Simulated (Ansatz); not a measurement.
One change: `[OH][In]([OH])[F]` becomes `[OH][Al]([OH])[F]`.

Ansatz, PBE0-D4/def2-TZVP geometries, multiplicity 1. Each molecule was computed in one conformer, which needn't be the lowest.

Elements past krypton have def2 core potentials.

```tsv
property	`[OH][In]([OH])[F]`
LUMO energy (B3LYP/def2-TZVPP) / eV	-2.72
HOMO–LUMO gap (ωB97M-V/def2-TZVPP) / eV	11.15
HOMO–LUMO gap (B3LYP/def2-TZVPP) / eV	6.09
HOMO energy (PBE0/def2-TZVPP) / eV	-9.07
LUMO energy (ωB97M-V/def2-TZVPP) / eV	-0.40
zero-point energy (PBE0-D4/def2-TZVP) / kJ/mol	73.4
```

Question: What does the change do to each property? (Best estimate.)

Answer: Ansatz gave: 
```tsv
property	`[OH][Al]([OH])[F]`	shift
LUMO energy (B3LYP/def2-TZVPP) / eV	-1.11	1.61
HOMO–LUMO gap (ωB97M-V/def2-TZVPP) / eV	12.67	1.52
HOMO–LUMO gap (B3LYP/def2-TZVPP) / eV	7.95	1.86
HOMO energy (PBE0/def2-TZVPP) / eV	-9.34	-0.27
LUMO energy (ωB97M-V/def2-TZVPP) / eV	0.84	1.24
zero-point energy (PBE0-D4/def2-TZVP) / kJ/mol	79.2	5.8
```

With PBE0 the HOMO falls by 0.27 eV and the LUMO rises by 1.59 eV, so the gap widens by about 1.86 eV. PBE moves the HOMO by -0.26 eV and ωB97M-V by -0.28 eV.

B3LYP here is the variant with VWN-RPA as its local correlation; programs differ in this.
